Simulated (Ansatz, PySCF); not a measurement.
(E)-2-chloro-1-fluoroprop-1-ene (C3H4ClF), SMILES C/C(Cl)=C\F. Atoms are numbered in the order given.

```xyz
9

C     -1.6279     0.1749     0.0000
C     -0.1540    -0.0198     0.0000
Cl     0.4107    -1.6613     0.0000
C      0.7590     0.9535     0.0000
F      0.4004     2.2355     0.0000
H     -2.0810    -0.2928    -0.8881
H     -1.8661     1.2467     0.0000
H     -2.0810    -0.2928     0.8881
H      1.8390     0.7912     0.0000
```
Charge 0, spin multiplicity 1.

Geometry: PBE0-D3(BJ)/def2-SVP.

Two levels are set side by side: PBE-D3(BJ)/def2-SVP (Ansatz, a quantum-chemistry and plane-wave program) and PBE0-D3(BJ)/def2-SVP (Ansatz). Each level has its own optimised geometry; the coordinates shown are those of the second. Frequencies come from the Hessian of PySCF at each geometry. Differences are taken from unrounded values.

```tsv
quantity	PBE0-D3(BJ)	PBE-D3(BJ)	PBE-D3(BJ) minus PBE0-D3(BJ)
mean bond length (Å)	1.285	1.295	0.010
bond C1–C2 (Å)	1.487	1.493	0.006
bond C2–Cl3 (Å)	1.736	1.750	0.014
bond C2–C4 (Å)	1.334	1.348	0.013
bond C4–F5 (Å)	1.331	1.346	0.015
bond C1–H6 (Å)	1.101	1.110	0.009
bond C1–H7 (Å)	1.098	1.106	0.008
bond C1–H8 (Å)	1.101	1.110	0.009
bond C4–H9 (Å)	1.092	1.101	0.009
highest harmonic wavenumber (cm⁻¹)	3247	3145	-102
mean harmonic wavenumber (cm⁻¹)	1334	1286	-48
zero-point energy (kcal/mol)	40.06	38.60	-1.45
```

Exact exchange shortens and stiffens bonds; PBE has none. Differences between two approximate levels are no errors against the true value.
